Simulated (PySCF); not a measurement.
H₃NPbS, SMILES [NH2][Pb][SH] (connectivity only; charge and spin as stated), neutral, multiplicity 1. Atoms are numbered in the order given.

```xyz
6

Pb     0.2594     0.3534     0.0000
N     -1.8132     0.8653     0.0000
H     -2.1676     1.8186     0.0000
H     -2.5777     0.1936     0.0000
S     -0.3020    -2.1582     0.0000
H      1.0013    -2.5178     0.0000
```
Charge 0, spin multiplicity 1.

Geometry: r2SCAN-D4/def2-SVP. The def2 effective core potentials stand for the cores of Pb; spin–orbit coupling is left out. The values are those of a single conformer.

Level of theory: r2SCAN/def2-TZVPD run with PySCF.

Mulliken values depend strongly on the basis, most of all with diffuse functions as here. ESP charges are fitted to the potential on shells at 1.4 to 2.0 van der Waals radii. Atomic charges (e):

```csv
atom,ESP fit,Mulliken
Pb1,0.42,0.70
N2,-0.84,-0.57
H3,0.31,0.14
H4,0.35,0.17
S5,-0.38,-0.64
H6,0.13,0.20
```
